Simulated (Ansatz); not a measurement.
## SbClF (SMILES [F][Sb][Cl]): methods side by side

SbClF has 3 atoms, charge 0, and is taken as a doublet. SMILES: `[F][Sb][Cl]`. The shape is that of a PBE0-D4/def2-TZVP optimisation.

| atom | x (Å) | y (Å) | z (Å) |
| --- | --- | --- | --- |
| F | -0.8787 | 1.2318 | -0.3476 |
| Sb | -0.6009 | -0.6583 | -0.3672 |
| Cl | 1.4687 | -0.6382 | 0.7015 |

Quantity: the vertical ionisation energy (to the singlet cation), in eV. The values are calculated.

```tsv
level	kind	program	value (eV)	CPU time (all runs)
UHF/STO-3G	Hartree–Fock	Ansatz	6.48	1.7 s
USVWN5/STO-3G	LDA	Ansatz	6.05	3.3 s
UPBE/STO-3G	GGA	Ansatz	6.01	6 s
U-r2SCAN/STO-3G	meta-GGA	Ansatz	6.24	17 s
UB3LYP/STO-3G	global hybrid	Ansatz	6.33	6.3 s
UHSE06/STO-3G	range-separated hybrid	Ansatz	6.45	7.2 s
UB2PLYP/STO-3G	double hybrid	Ansatz	5.98	7.8 s
UMP2/STO-3G	perturbation theory	Ansatz	5.62	1.7 s
UBCCD(T)/STO-3G	coupled cluster or CI	Ansatz	5.32	2.4 s
UCCSD/STO-3G	coupled cluster or CI	Ansatz	5.58	2.1 s
```

All-electron rows without a relativistic Hamiltonian named are non-relativistic. Spin-orbit coupling, which can split open shells on such heavy atoms by tenths of an eV, is left out. The values span 5.32 to 6.48 eV. All rows use very small basis sets, so none should be taken for the real molecule's value. In the correlated wave-function rows the outer d shell of Sb is correlated, in sets not made for it. In so small a basis fixed costs decide the times, and correlated methods can beat functionals. Times are those of the runs behind each value, whatever else they computed, on shared processors of several kinds: orders of magnitude only.
